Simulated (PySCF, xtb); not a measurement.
NbOBr, SMILES [O]=[Nb][Br] (connectivity only; charge and spin as stated), neutral, multiplicity 3.

Harmonic wavenumbers (cm⁻¹) from GFN2-xTB (xtb) at its own minimum, in rising order: 93, 227, 812.

Question: What does PBE-D3(BJ)/def2-TZVP (PySCF 2.14.0) give at its own minimum? (The exact figures need the calculation; the answer reports its results.)

Answer: 151, 282, 992. Paired by order, the mean absolute difference is 98 cm⁻¹ and the zero-point energies are 1.6 and 2.0 kcal/mol.
